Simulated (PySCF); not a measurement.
IO₃F, singlet: data card

Computed with PBE0/[I def2-SVP with ECP28, O def2-SVP, F def2-SVP], scalar-relativistic core potentials, density fitting, no spin–orbit coupling, PySCF.

The structure is a minimum.

Coordinates in bohr (charge 0 multiplicity 1):
```
I    -0.1895    0.0306   -0.4366
O     1.4010   -3.3485    0.4329
O     2.6893   -1.0565    1.5689
O    -3.0327   -0.1315    1.3413
F     0.4070    3.6415    0.1219
```

| Quantity | Value |
| --- | --- |
| Point group | C1 |
| Bond lengths | I–F 1.959 Å, I–O 1.777 Å, I–O 1.944 Å, I–O 2.029 Å, O–O 1.516 Å |
| Bond angles | F–I–O 94.6°, F–I–O 95.9°, F–I–O 139.3°, I–O–O 64.6°, I–O–O 70.6°, O–I–O 44.8°, O–I–O 100.9°, O–I–O 111.1° |
| Heat capacity Cp at 298.15 K | 81.1 J/(mol K) |
| Principal quadrupole moments (Buckingham, traceless) about the centre of mass | -6.95, -1.24, 8.19 D Å |
| Atomisation energy without zero-point energy | 753 kJ/mol |
| Dipole moment | 3.73 D |
| Principal polarisabilities | 26.0, 37.8, 47.6 bohr³ |
| Rotational symmetry number | 1 |
| Entropy at 298.15 K and 1 bar | 326.8 J/(mol K) |
| Enthalpy at 298.15 K above 0 K | 17.17 kJ/mol |
| Highest occupied level | -8.41 eV |
| Zero-point energy | 26.5 kJ/mol |
| Lowest empty level | -3.23 eV |
| Rotational constants | 0.1716, 0.1029, 0.07942 cm⁻¹ |

Harmonic modes (masses in u: I 126.904, O 15.995, F 18.998):
```csv
symmetry,ω (cm⁻¹),IR (km/mol)
a,150,8.3
a,184,5.3
a,266,30.7
a,285,11.3
a,507,19.0
a,596,105
a,634,51.3
a,894,5.3
a,915,45.0
```

Charges (e):
```
atom  Mulliken  Löwdin  polar tensor  Mayer order to I1
  I1      1.59    1.53          1.89                  –
  O2     -0.35   -0.34         -0.40               0.71
  O3     -0.31   -0.28         -0.34               0.88
  O4     -0.51   -0.52         -0.51               1.70
  F5     -0.43   -0.39         -0.64               0.73
```
Other Mayer orders above 0.3: O–O 0.90.

Mulliken populations on I1 (electrons outside its core potential): s 3.86, p 8.98, d 10.56.

This need not be the most stable arrangement of these atoms.

The final relaxation and frequency run took about 7 core-minutes on a shared host.
